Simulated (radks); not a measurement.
Results of a calculation; reference values are marked as such.
Valence configurations of Au IV (all share [Xe]). Code: a radial shooting solver on a logarithmic mesh with Libxc functionals. Model: Dirac Kohn-Sham, PBE, spin-unpolarised, spherical densities, point nucleus; open shells fill j = l - 1/2 first. Energies are relative to 4f14 5d8; eigenvalues in eV.

| valence | E (eV) | e(4f5/2) | e(4f7/2) | e(5d3/2) | e(5d5/2) | e(6p1/2) |
|---|---|---|---|---|---|---|
| 4f14 5d8 | 0.000 | -119.34 | -115.53 | -41.598 | -39.754 | - |
| 4f13 5d8 6p1 | 97.980 | -137.00 | -133.06 | -47.593 | -45.496 | -27.319 |
| 4f13.5 5d8 6p0.5 | 47.066 | -128.08 | -124.20 | -44.564 | -42.594 | -26.258 |
| 4f13.5 5d8.5 | 39.161 | -125.40 | -121.52 | -42.555 | -40.636 | - |
| 4f12 5d8 6p2 | 211.73 | -155.37 | -151.31 | -53.816 | -51.463 | -29.425 |
| 4f12.5 5d8.5 6s1 | 134.46 | -142.14 | -138.14 | -47.575 | -45.418 | - |
| 4f13.5 5d6 6p2.5 | 85.377 | -139.36 | -135.48 | -52.839 | -50.660 | -29.899 |
| 4f14 5d7 6s1 | 7.208 | -123.50 | -119.69 | -44.532 | -42.602 | - |
| 4f13 5d7 6s2 | 99.408 | -140.29 | -136.35 | -49.678 | -47.508 | - |
| 4f12 5d7 6s2 6p1 | 215.95 | -158.93 | -154.87 | -56.057 | -53.627 | -30.061 |

NIST lists [Xe] 4f14 5d8 as the ground configuration; this level of theory agrees among the configurations tried. The energies are those of spherical spin-averaged densities, not of single terms.
